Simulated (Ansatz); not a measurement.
Geometry optimisation, Ansatz, UHF/def2-SVP.

Input file:

```yaml
crystal:
  periodic: [false, false, false]
  atoms:
    - { symbol: Ti, position_ang: [-0.205345, -0.173563, -0.37023] }
    - { symbol: F, position_ang: [-0.613274, -0.609131, 2.597664] }
    - { symbol: Cl, position_ang: [2.066604, -0.007867, 0.017005] }
    - { symbol: O, position_ang: [-1.134992, 1.341679, -0.581514] }
    - { symbol: H, position_ang: [-1.586431, 2.156609, -0.706567] }
    - { symbol: O, position_ang: [-0.899913, -1.80588, -0.625232] }
    - { symbol: H, position_ang: [-1.243963, -2.668617, -0.773335] }
    - { symbol: O, position_ang: [-0.231288, 0.328197, 3.434447] }
    - { symbol: H, position_ang: [0.539402, -0.058926, 3.848162] }
magnetization:
  spin_polarized: true
  initial_magnetization: 1
basis:
  gaussian: { orbitals: def2-SVP }
hamiltonian:
  xc: hf
relax:
  f_tol: 0.03
  max_steps: 50
```

Run as:

```bash
$ ansatz run input.yaml --threads 4 --pin off --max-ram 5120MiB --backend cpu --events-out ev --progress --plain --runs-dir out
```

Task: Where does it end, and by what steps?

Result: The forces met the threshold. After 13 steps the energy has fallen by 0.515 eV; H9 moved furthest, 1.11 Å. Joined: Ti1–F2 (3.03 → 2.24 Å).

| step | energy less start (eV) | largest force component (eV/Å) | accepted |
| --- | --- | --- | --- |
| 0 | 0.0000 | 1.868 | yes |
| 1 | -0.0911 | 1.385 | yes |
| 2 | -0.1879 | 0.499 | yes |
| 3 | -0.2647 | 0.375 | yes |
| 4 | -0.3504 | 0.736 | yes |
| 5 | -0.4258 | 1.177 | yes |
| 6 | -0.4781 | 0.755 | yes |
| 7 | -0.4748 | 0.974 | no |
| 8 | -0.5007 | 0.216 | yes |
| 9 | -0.5090 | 0.088 | yes |
| 10 | -0.5113 | 0.217 | yes |
| 11 | -0.5117 | 0.212 | yes |
| 12 | -0.5143 | 0.060 | yes |
| 13 | -0.5148 | 0.021 | yes |

```xyz
9
Properties=species:S:1:pos:R:3
Ti -0.455 -0.185 0.076
F -0.915 -0.223 2.265
Cl 1.809 0.029 0.847
O -1.162 1.368 -0.472
H -1.505 2.205 -0.730
O -0.861 -1.841 -0.477
H -1.044 -2.724 -0.742
O 0.006 -0.096 3.301
H 0.818 -0.030 2.772
```

Whether the end is a true minimum wasn't checked by a vibrational analysis.

Run time: 48 s on 4 threads of Arm Neoverse V2, on a shared host, peak memory 0.6 GiB.
